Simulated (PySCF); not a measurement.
A calculated (B3LYP, PySCF 2.14, def2-TZVP, the non-relativistic Hamiltonian (point nucleus)) atom or ion has these occupied shells.

```csv
shell,electrons,orbital energy (eV),"rms radius, mean of both spins (bohr)"
1s α,1,-10860.1,0.0554
1s β,1,-10860.1,0.0554
2s α,1,-1364.4,0.232
2s β,1,-1364.3,0.232
2p α,3,-1215.3,0.205
2p β,3,-1215.2,0.205
3s α,1,-178.76,0.681
3s β,1,-178.70,0.681
3p α,3,-128.97,0.706
3p β,3,-128.89,0.706
3d α,5,-42.458,0.823
3d β,5,-42.373,0.823
4s α,1,-20.913,2.22
4s β,1,-19.998,2.22
4p α,1,-12.551,2.79
```

(1) Name the element and its charge.

Answers

(1) Ge⁺ (germanium, charge +1), in [Ar] 3d10 4s2 4p1, 2P determinant.
